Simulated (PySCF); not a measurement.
Cost against size for one kind of job: GIAO PBE0/pcSseg-1 NMR shielding, non-relativistic, gas phase in PySCF; work: shieldings, ring-centre shieldings, charges and field gradients. Hardware: one thread of an Arm Neoverse V2, on a shared host. Other jobs ran on the host; a repeat could differ by tens of per cent or more.

```json
{"species (SMILES)": "F[C@@H]1C[C@@H]1S", "atoms": "10", "electrons": "48", "basis functions": "117", "SCF cycles": "12", "wall time": "6.8 s"}
{"species (SMILES)": "C[C@@H]1S[C@@H]1F", "atoms": "10", "electrons": "48", "basis functions": "117", "SCF cycles": "13", "wall time": "?"}
{"species (SMILES)": "F[C@@H]1C[C@H]1S", "atoms": "10", "electrons": "48", "basis functions": "117", "SCF cycles": "12", "wall time": "7.6 s"}
{"species (SMILES)": "COc1pcc[p-]1", "atoms": "12", "electrons": "68", "basis functions": "158", "SCF cycles": "15", "wall time": "14 s"}
{"species (SMILES)": "O=C(Cl)c1ccc(F)o1", "atoms": "11", "electrons": "74", "basis functions": "170", "SCF cycles": "15", "wall time": "20 s"}
{"species (SMILES)": "C=C[C@@H]1[C@@H](C=C)P1C", "atoms": "19", "electrons": "68", "basis functions": "198", "SCF cycles": "14", "wall time": "34 s"}
{"species (SMILES)": "C=CC1=C(C)PCC1", "atoms": "19", "electrons": "68", "basis functions": "198", "SCF cycles": "14", "wall time": "33 s"}
{"species (SMILES)": "Fc1cc[b-](C(F)(F)F)cc1", "atoms": "15", "electrons": "82", "basis functions": "207", "SCF cycles": "14", "wall time": "31 s"}
{"species (SMILES)": "[SiH3]CC[S+]1CCCC1", "atoms": "23", "electrons": "80", "basis functions": "225", "SCF cycles": "12", "wall time": "35 s"}
```

Problem. Estimate the withheld figures.

Solution. `C[C@@H]1S[C@@H]1F`: 6.9 s.

Problem. With all rows, how does the wall time grow with the number of basis functions N?

Solution. A straight line through log(time) against log(N) has slope 2.7 between N = 117 and 225, and the rows scatter about it by a factor of about 1.1 (standard error of the fit). This is a fit to these rows, whose iteration counts differ, not the method's formal scaling.
